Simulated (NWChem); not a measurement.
System: SiAsH$_{3}$F$_{2}$; SMILES F[SiH](F)[AsH2]

Here is an NWChem input.

```
start job
memory heap 200 mb stack 900 mb global 1100 mb
geometry units angstroms noautoz
  Si     0.354800     1.003595     0.000000
  F     -0.352505     1.664163     1.314408
  F     -0.352505     1.664163    -1.314408
  As    -0.114974    -1.314710     0.000000
  H      1.790364     1.428038     0.000000
  H      0.948079    -1.505941    -1.100802
  H      0.948079    -1.505941     1.100802
end
basis spherical
  Si library 6-31g*
  F library 6-31g*
  As library 6-31g*
  H library 6-31g*
end
dft
  xc xwpbe 1.00 cpbe96 1.0 hfexch 1.00
  cam 0.2 cam_alpha 0.0 cam_beta 1.0
  iterations 150
  vectors input atomic output neutral.movecs
end
task dft energy
charge 1
dft
  odft
  mult 2
  vectors input atomic output cation.movecs
end
task dft energy
```

Output (shortened):

```
             Northwest Computational Chemistry Package (NWChem) 7.3.0
             --------------------------------------------------------

 CS  symmetry detected

                             Geometry "geometry" -> ""
                             -------------------------

 Output coordinates in angstroms (scale by  1.889725989 to convert to a.u.)

  No.       Tag          Charge          X              Y              Z
 ---- ---------------- ---------- -------------- -------------- --------------
    1 Si                  14.0000     0.38387366    -1.01506753     0.00000000
    2 F                    9.0000    -0.31871611    -1.68064852     1.31440800
    3 F                    9.0000    -0.31871611    -1.68064852    -1.31440800
    4 As                  33.0000    -0.10237410     1.29983826     0.00000000
    5 H                    1.0000     1.82241961    -1.42929140     0.00000000
    6 H                    1.0000     0.95929217     1.49862387    -1.10080200
    7 H                    1.0000     0.95929217     1.49862387     1.10080200

 Effective nuclear repulsion energy (a.u.)     345.1371981469

      Symmetry information
      --------------------

 Group name             Cs
 Group number              2
 Group order               2
 No. of unique centers     5

  pbe96 is a nonlocal functional; adding pw91lda local functional.

                                 NWChem DFT Module
                                 -----------------

 Summary of "ao basis" -> "ao basis" (spherical)
 ------------------------------------------------------------------------------
       Tag                 Description            Shells   Functions and Types
 ---------------- ------------------------------  ------  ---------------------
 Si                          6-31g*                  8       18   4s3p1d
 F                           6-31g*                  6       14   3s2p1d
 As                          6-31g*                 12       32   5s4p3d
 H                           6-31g*                  2        2   2s

      Symmetry analysis of basis
      --------------------------

        a'         53
        a"         31

            General Information
            -------------------
          SCF calculation type: DFT
          Wavefunction type:  closed shell.
          No. of atoms     :     7
          No. of electrons :    68
           Alpha electrons :    34
            Beta electrons :    34
          Charge           :     0
          Spin multiplicity:     1
          Use of symmetry is: on ; symmetry adaption is: on
          Maximum number of iterations: 150
          AO basis - number of functions:    84
                     number of shells:    38
          Convergence on energy requested:  1.00D-06
          Convergence on density requested:  1.00D-05
          Convergence on gradient requested:  5.00D-04

              XC Information
              --------------
                     Hartree-Fock (Exact) Exchange  1.000
                     LC-wPBE(h)Exchange Functional  1.000
            Perdew 1991 LDA Correlation Functional  1.000 local
           PerdewBurkeErnz. Correlation Functional  1.000 non-local

           Range-Separation Parameters
           ---------------------------
           Alpha           :  0.00
           Beta            :  1.00
           Gamma           :  0.20
           Short-Range HF  :     F

             Grid Information
             ----------------
          Grid used for XC integration:  medium
          Radial quadrature: Mura-Knowles
          Angular quadrature: Lebedev.
          Tag              B.-S. Rad. Rad. Pts. Rad. Cut. Ang. Pts.
          ---              ---------- --------- --------- ---------
          Si                  1.10       88          10.0       590
          F                   0.50       49          10.0       434
          As                  1.15      112          10.0       590
          H                   0.35       45          10.0       434
          Grid pruning is: on
          Number of quadrature shells:   339
          Spatial weights used:  Erf1

      Superposition of Atomic Density Guess
      -------------------------------------

 Sum of atomic energies:       -2722.90211686

      Non-variational initial energy
      ------------------------------

 Total energy =   -2723.577169
 1-e energy   =   -4482.271523
 2-e energy   =    1413.557156
 HOMO         =      -0.290884
 LUMO         =       0.064171

      Symmetry analysis of molecular orbitals - initial
      -------------------------------------------------

  Numbering of irreducible representations:

     1 a'          2 a"

  Orbital symmetries:

     1 a'          2 a'          3 a'          4 a"          5 a'
     6 a'          7 a'          8 a"          9 a'         10 a'
    11 a"         12 a'         13 a'         14 a"         15 a'
    16 a'         17 a"         18 a'         19 a'         20 a"
    21 a'         22 a'         23 a"         24 a'         25 a'
    26 a"         27 a'         28 a'         29 a"         30 a"
    31 a'         32 a"         33 a'         34 a'         35 a"
    36 a'         37 a'         38 a"         39 a'         40 a'
    41 a'         42 a"         43 a'         44 a'

   convergence    iter        energy       DeltaE   RMS-Dens  Diis-err
 ---------------- ----- ----------------- --------- --------- ---------
 d= 0,ls=0.0,diis     1  -2725.9173388927 -3.07D+03  1.60D-02  9.63D-01
 d= 0,ls=0.0,diis     2  -2725.9093004766  8.04D-03  6.91D-03  1.50D+00
 d= 0,ls=0.0,diis     3  -2726.0274285185 -1.18D-01  1.08D-03  1.38D-02
 d= 0,ls=0.0,diis     4  -2726.0284706535 -1.04D-03  3.02D-04  1.57D-03
 d= 0,ls=0.0,diis     5  -2726.0285859353 -1.15D-04  8.34D-05  1.11D-04
  Resetting Diis
 d= 0,ls=0.0,diis     6  -2726.0285928837 -6.95D-06  3.28D-05  4.37D-06
 d= 0,ls=0.0,diis     7  -2726.0285935763 -6.93D-07  1.26D-05  2.51D-07
 d= 0,ls=0.0,diis     8  -2726.0285936315 -5.52D-08  4.21D-06  1.35D-07

[...]
```

Level: LC-wPBE (HJS exchange hole, range parameter 0.2 per bohr)/6-31G* (spherical d), vertical spin-unrestricted ions. Geometry: optimised at PBE-D3(BJ)/def2-SVP.
